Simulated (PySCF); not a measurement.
PySCF job for OsO₃, SMILES [O]=[Os](=[O])=[O] (connectivity only; charge and spin as stated), neutral, multiplicity 3, PBE-D3(BJ)/def2-TZVP. Coordinates come from a PBE-D3(BJ)/def2-TZVP optimisation. A frequency run showed that this geometry is not a minimum. The multiplicity is an assumed one; other spin states were not compared. The def2 effective core potentials stand for the cores of Os; spin–orbit coupling is left out.

```python
import numpy as np
from pyscf import gto, scf, dft, df
from pyscf.hessian import thermo

mol = gto.M(
    atom='''
    Os    0.00000000    0.00000000    0.02895929
    O     0.00000000   -1.57812102    0.72681646
    O     0.00000000    0.00000000   -1.72874614
    O     0.00000000    1.57812102    0.72681646
    ''',
    basis='def2-TZVP',
    ecp={'Os': 'def2-tzvp'},
    charge=0,
    spin=2,
    max_memory=1600,
    verbose=3,
)
mf = dft.UKS(mol, xc='pbe').density_fit(auxbasis='def2-universal-jkfit')
mf.disp = 'd3bj'
mf.grids.level = 3
mf.conv_tol = 1e-11
mf.max_cycle = 100
mf.kernel()
fine, coarse = mf.grids, dft.Grids(mol).set(level=1).build(with_non0tab=True)
for _ in range(3):  # follow internal instabilities
    mf.grids = coarse
    mo, _, stable, _ = mf.stability(return_status=True, nroots=4)
    mf.grids = fine
    if stable:
        break
    mf.kernel(mf.make_rdm1(mo, mf.mo_occ))

# [left out here: the lines that compute and print the analytic Hessian (its translational invariance restored by hand, since the grid's response is missing), thermochemistry and intensities]
```

Output:

```

WARN: HOMO -0.433305804745066 >= LUMO -0.475141773847938


WARN: HOMO -0.106465993044939 >= LUMO -0.106376905435437


WARN: HOMO -0.191690884822137 >= LUMO -0.217491235510506


WARN: HOMO -0.219514323384761 >= LUMO -0.226387016338466


WARN: HOMO -0.212697193250063 >= LUMO -0.248392207313625


WARN: HOMO -0.235943183381005 >= LUMO -0.272011396293564


WARN: HOMO -0.221434151754714 >= LUMO -0.256527853671525


WARN: HOMO -0.225528429240789 >= LUMO -0.25709962060396


WARN: HOMO -0.225649068751814 >= LUMO -0.256415456953182


WARN: HOMO -0.2256674121247 >= LUMO -0.256314356189975


WARN: HOMO -0.225683729200572 >= LUMO -0.256285913130196


WARN: HOMO -0.225683851832805 >= LUMO -0.256283045921389


WARN: HOMO -0.22568634089523 >= LUMO -0.256284897549481


WARN: HOMO -0.225686104365995 >= LUMO -0.256284874794023


WARN: HOMO -0.225686498330191 >= LUMO -0.256285069734854


WARN: HOMO -0.225685689342836 >= LUMO -0.256284350330592


WARN: HOMO -0.225686118079459 >= LUMO -0.256284608454603


WARN: HOMO -0.225685827143643 >= LUMO -0.256284135220945

converged SCF energy = -316.299954160333  <S^2> = 2.007063  2S+1 = 3.004705
<class 'pyscf.df.df_jk.DFUKS'> wavefunction is stable in the internal stability analysis

WARN: DFTD3 does not support analytical Hessian, using finite difference


WARN: Mole.unit (angstrom) is changed to Bohr

Mode                                 0                   1                   2
Irrep
Freq [cm^-1]                     -131.3831            138.4024            279.0629
Reduced mass [au]                  19.5813             17.4082             17.4681
Force const [Dyne/A]               -0.1991              0.1965              0.8015
Char temp [K]                    -189.0311            199.1302            401.5094
Normal mode                   x     y     z       x     y     z       x     y     z
       0  Os                 0.03  0.00 -0.00   -0.00  0.02 -0.00   -0.00 -0.00 -0.02
       1   O                -0.14  0.00 -0.00    0.00 -0.03 -0.09    0.00  0.08  0.15
       2   O                -0.11 -0.00  0.00    0.00 -0.19 -0.00    0.00  0.00 -0.03
       3   O                -0.14 -0.00  0.00    0.00 -0.03  0.09    0.00 -0.08  0.15
Mode                                 3                   4                   5
Irrep
Freq [cm^-1]                      880.8270            897.2591            954.7784
Reduced mass [au]                  17.6607             17.8335             16.1010
Force const [Dyne/A]                8.0731              8.4591              8.6479
Char temp [K]                    1267.3139           1290.9560           1373.7135
Normal mode                   x     y     z       x     y     z       x     y     z
       0  Os                -0.00  0.00 -0.02    0.00  0.02  0.00    0.00 -0.00 -0.01
       1   O                 0.00 -0.04  0.02   -0.00 -0.15  0.07   -0.00 -0.15  0.07
       2   O                 0.00  0.00  0.23   -0.00  0.01 -0.00   -0.00 -0.00 -0.07
       3   O                 0.00  0.04  0.02   -0.00 -0.15 -0.07   -0.00  0.15  0.07
temperature 298.1500 [K]
pressure 101325.00 [Pa]
Rotational constants [GHz] 7.79043 6.34182 3.49594
Symmetry number 2
Zero-point energy (ZPE) 0.00718 [Eh]   18843.156 [J/mol]
                           tot       elec      trans        rot        vib
Entropy [J/mol/K]       305.078      9.134    177.006     98.982     19.955
Cv [J/mol/K]             46.228      0.000     12.472     12.472     21.285
Cp [J/mol/K]             54.543      0.000     20.786     12.472     21.285
Internal energy [J/mol]                      3718.434   3718.434  22170.051
Internal energy [Eh]   -316.28868  -316.29995
Enthalpy [J/mol]                             6197.391   3718.434  22170.051
Enthalpy [Eh]          -316.28773
Gibbs free energy [J/mol]                  -46577.000 -25793.163  16220.538
Gibbs free energy [Eh] -316.32238
mode   freq/cm-1   IR/(km/mol)
   1     -131.38        33.724
   2      138.40        22.008
   3      279.06         0.871
   4      880.83        74.981
   5      897.26       243.848
   6      954.78        13.768
max |gradient| / (hartree/bohr): 0.00010333512569803584
APT charges: [ 1.8598 -0.6501 -0.5596 -0.6501]
```

The run converged. The end point has an imaginary mode, so it is no minimum.
